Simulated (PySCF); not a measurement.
**Excitation energy of Rh⁺ by level of theory**

Rh⁺ [Kr] 4d8 (3F) → Rh⁺ [Kr] 4d7 5s1 (5F), as a difference of total energies. Computed with PySCF 2.14 in x2c-QZVPPall (13s8p7d4f2g, 118 functions), with the spin-free X2C one-electron Hamiltonian (Gaussian nucleus). Correlated levels: valence: [Kr] frozen; valence and next inner shell: [Ar] 3d10 frozen. The calculations carry no spin-orbit coupling.

```csv
method,excitation energy (eV),error (eV)
UHF,1.318,-0.808
LDA,2.128,+0.002
PBE,2.060,-0.066
PBE0,2.063,-0.063
r2SCAN,1.926,-0.200
BHandHLYP,2.070,-0.056
r2SCANh,1.934,-0.192
wB97M-V,2.512,+0.386
MP2 (valence),2.186,+0.060
SCS-MP2 (valence),2.505,+0.379
MP2 (valence and next inner shell),2.072,-0.054
SCS-MP2 (valence and next inner shell),2.258,+0.132
```

Reference: 2.126 eV (measured; NIST levels, between the centres of gravity of the two terms).

Errors of the correlated levels include the incompleteness of this basis and the frozen core.

The basis was made for the ground configuration and has no added diffuse functions, so the excitation energy can come out too high.
